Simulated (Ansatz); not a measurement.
C₆H₁₂N, doublet, geometry from GFN2-xTB. Base run: Ansatz (a quantum-chemistry and plane-wave program) with B3LYP/3-21G.

Ansatz was given this input:
Ansatz 0.2 input:
```yaml
crystal:
  periodic: [false, false, false]
  atoms:
    - {symbol: C, position_ang: [2.96688652, 0.29994320, 0.03955754]}
    - {symbol: C, position_ang: [1.51244537, 0.52364495, 0.01683271]}
    - {symbol: N, position_ang: [0.61415080, -0.32588135, 0.00826668]}
    - {symbol: C, position_ang: [-0.81185820, -0.13379732, -0.01089414]}
    - {symbol: C, position_ang: [-1.37065646, -0.79983065, 1.25189169]}
    - {symbol: C, position_ang: [-1.34340475, -0.85076214, -1.25735447]}
    - {symbol: C, position_ang: [-1.20510502, 1.34873967, -0.04524630]}
    - {symbol: H, position_ang: [3.41245560, 0.78429189, -0.82873314]}
    - {symbol: H, position_ang: [3.23572273, -0.76135598, 0.03579279]}
    - {symbol: H, position_ang: [3.38090422, 0.76959045, 0.93129596]}
    - {symbol: H, position_ang: [-1.06752840, -1.84326204, 1.28846783]}
    - {symbol: H, position_ang: [-2.45627869, -0.74747907, 1.25573671]}
    - {symbol: H, position_ang: [-0.99070630, -0.29881680, 2.13941606]}
    - {symbol: H, position_ang: [-2.42857762, -0.79777004, -1.28761546]}
    - {symbol: H, position_ang: [-0.94300136, -0.38702771, -2.15606551]}
    - {symbol: H, position_ang: [-1.04130045, -1.89502996, -1.24418914]}
    - {symbol: H, position_ang: [-0.81115315, 1.85805131, 0.83108678]}
    - {symbol: H, position_ang: [-0.79226132, 1.82241315, -0.93281097]}
    - {symbol: H, position_ang: [-2.28717563, 1.44993795, -0.05897106]}
basis:
  gaussian:
    orbitals: 3-21G.json
hamiltonian:
  xc: b3lyp
magnetization: {spin_polarized: true, initial_magnetization: 1}
```
The basis file holds 3-21G in the JSON format of the Basis Set Exchange.

Variants of this job, named by their change:

```tsv
change	ΔE vs base (mEh)
base	0.000
point_charge = charge:1.0 position_ang:2.3612, -0.003, 6.2398	-1.365
lower_state_search = off	0.000
final_grid = 14, 28, 59	0.000
accuracy = high	0.038
point_charge = charge:0.5 position_ang:-2.3736, -3.7166, -5.1278	-0.617
final_grid = 10, 20, 41	0.000
lower_state_search = light	0.000
fitting.mean_field = cc-pVTZ-JKFIT	-0.099
final_grid = 6, 12, 29	-0.016
nuclear_model = gaussian	0.021
```
